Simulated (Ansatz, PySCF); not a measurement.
C2H8OSi2, SMILES C=C[SiH2]O[SiH3]. Atoms are numbered in the order given.

```xyz
13

C     -1.4729     2.2034     0.0263
C     -0.1355     2.2302     0.0003
Si     0.8739     0.6657    -0.0201
O     -0.1906    -0.6113     0.0005
Si    -0.2515    -2.2680     0.0004
H     -2.0188     1.2527     0.0365
H     -2.0756     3.1195     0.0384
H      0.3732     3.2039    -0.0093
H      1.7743     0.5904     1.1693
H      1.7268     0.5911    -1.2441
H      0.4495    -2.8128     1.1998
H      0.4027    -2.8108    -1.2260
H     -1.6788    -2.6863     0.0276
```
Charge 0, spin multiplicity 1.

Geometry optimised at ωB97X-D3(BJ)/def2-SVP. Other conformers were not sampled.

Two levels are set side by side: PBE-D3(BJ)/def2-SVP (Ansatz, a quantum-chemistry and plane-wave program) and ωB97X-D3(BJ)/def2-SVP (PySCF). Each level has its own optimised geometry; the coordinates shown are those of the second. Frequencies come from the Hessian of PySCF at each geometry. Differences are taken from unrounded values.

```
quantity                            ωB97X-D3(BJ)
----------------------------------  ------------
mean bond length (Å)                       1.439
bond C1–C2 (Å)                             1.338
bond C2–Si3 (Å)                            1.862
bond Si3–O4 (Å)                            1.663
bond O4–Si5 (Å)                            1.658
bond C1–H6 (Å)                             1.096
bond C1–H7 (Å)                             1.097
bond C2–H8 (Å)                             1.099
bond Si3–H9 (Å)                            1.494
bond Si3–H10 (Å)                           1.494
bond Si5–H11 (Å)                           1.492
bond Si5–H12 (Å)                           1.492
bond Si5–H13 (Å)                           1.488
highest harmonic wavenumber (cm⁻¹)          3250
mean harmonic wavenumber (cm⁻¹)             1207
zero-point energy (kcal/mol)               56.95
```

What does PBE-D3(BJ) give, and how far is it from ωB97X-D3(BJ)? (Estimate from the structure and the level; the computed values follow.)


| quantity | PBE-D3(BJ) | PBE-D3(BJ) minus ωB97X-D3(BJ) |
|---|---|---|
| mean bond length (Å) | 1.451 | 0.012 |
| bond C1–C2 (Å) | 1.348 | 0.010 |
| bond C2–Si3 (Å) | 1.868 | 0.006 |
| bond Si3–O4 (Å) | 1.678 | 0.016 |
| bond O4–Si5 (Å) | 1.673 | 0.015 |
| bond C1–H6 (Å) | 1.104 | 0.007 |
| bond C1–H7 (Å) | 1.104 | 0.007 |
| bond C2–H8 (Å) | 1.107 | 0.008 |
| bond Si3–H9 (Å) | 1.508 | 0.014 |
| bond Si3–H10 (Å) | 1.508 | 0.014 |
| bond Si5–H11 (Å) | 1.506 | 0.014 |
| bond Si5–H12 (Å) | 1.506 | 0.014 |
| bond Si5–H13 (Å) | 1.501 | 0.013 |
| highest harmonic wavenumber (cm⁻¹) | 3149 | -101 |
| mean harmonic wavenumber (cm⁻¹) | 1154 | -54 |
| zero-point energy (kcal/mol) | 54.42 | -2.53 |

GGA bonds tend to be longer and softer than those of functionals with exact exchange. Differences between two approximate levels are no errors against the true value.
